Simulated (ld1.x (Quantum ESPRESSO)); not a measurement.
# Cutoff test, phosphorus (P), TM

```
Element                 : phosphorus (P)
Generator               : ld1.x (Quantum ESPRESSO) 7.5
Type                    : norm-conserving Troullier–Martins (Kleinman–Bylander form)
Functional              : LDA (PZ)
Relativity              : non-relativistic
Frozen core             : [Ne]
Valence charge          : 5
Reference configuration : 3s1.75 3p3.25
Partial waves           : 3s (bound): rc 1.50 bohr; 3p (bound): rc 1.75 bohr; 3d channel at -0.1 Ry: rc 1.55 bohr
Local potential         : the d channel
Core correction         : a·sin(br)/r model core inside 0.75 bohr
```

The pseudo-atom Hamiltonian at the reference potential is diagonalised in spherical Bessel functions j_l(qr) that vanish at 20 bohr, with q² up to the cutoff. All-electron valence levels (Ry): 3s -1.0382, 3p -0.4230.

Question: How do the lowest levels (Ry) of each channel move with the cutoff, and are there ghosts?

Answer:

| cutoff (Ry) | s #1 | p #1 | p #2 | d #1 | f #1 | f #2 | Σ f·Δε (mRy) |
| --- | --- | --- | --- | --- | --- | --- | --- |
| 8 | -0.9810 | -0.4185 | 0.0298 | 0.0656 | 0.1153 | 0.2452 | 114.6 |
| 12 | -1.0161 | -0.4221 | 0.0296 | 0.0654 | 0.1153 | 0.2452 | 41.8 |
| 18 | -1.0338 | -0.4223 | 0.0296 | 0.0652 | 0.1153 | 0.2452 | 9.8 |
| 25 | -1.0356 | -0.4229 | 0.0296 | 0.0651 | 0.1153 | 0.2452 | 4.9 |
| 30 | -1.0357 | -0.4230 | 0.0296 | 0.0650 | 0.1153 | 0.2452 | 4.5 |
| 40 | -1.0372 | -0.4230 | 0.0296 | 0.0650 | 0.1153 | 0.2452 | 1.9 |
| 50 | -1.0380 | -0.4230 | 0.0296 | 0.0650 | 0.1153 | 0.2452 | 0.4 |
| 60 | -1.0381 | -0.4230 | 0.0296 | 0.0650 | 0.1153 | 0.2452 | 0.2 |
| 400 | -1.0382 | -0.4230 | 0.0296 | 0.0650 | 0.1153 | 0.2452 | 0.0 |

Result: no extra level below or beside the all-electron valence levels (s, p, d, f tested); 10 mRy is reached at 18 Ry and 1 mRy at 50 Ry.
